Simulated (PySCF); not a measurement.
A species of formula C5H10FP has this rotational fingerprint, computed with CAM-B3LYP/def2-SVPD in PySCF (dipole) on a GFN2-xTB geometry, gas phase:

| Property | Result |
| --- | --- |
| Rotational constants | A = 2902, B = 1672, C = 1382 MHz |
| Dipole components | \|μa\| = 1.94 D, \|μb\| = 1.49 D, \|μc\| = 0.00 D |
| Inertial defect | -110.70 u·Å² |
| κ | -0.62 |

Question: Which structure is it? (One computed conformer of each.)
A. `[CH3:1][CH2:2][C@@H:3]([CH3:4])/[P:5]=[CH:6]\[F:7]` with C1–C2–C3–C4 175°, C2–C3–P5–C6 129°
B. `[H]/P=C(/F)C(C)(C)C`

Answer: B. It is [H]/P=C(/F)C(C)(C)C, an asymmetric top, point group Cs. The candidates at the same level (rigid rotor, commonest isotopes):

```tsv
SMILES	A (MHz)	B (MHz)	C (MHz)	μa (D)	μb (D)	μc (D)	Δ (u·Å²)	point group	rotor
CC[C@@H](C)/P=C\F	2578	1497	1287	0.73	0.14	0.10	-141.07	C1	asymmetric top
[H]/P=C(/F)C(C)(C)C	2902	1672	1382	1.94	1.49	0.00	-110.70	Cs	asymmetric top
```

`CC[C@@H](C)/P=C\F` has A 11 % too low. In the right answer the mirror of this Cs structure is the ab plane, so μc vanishes by symmetry. No structure here is proved a minimum.
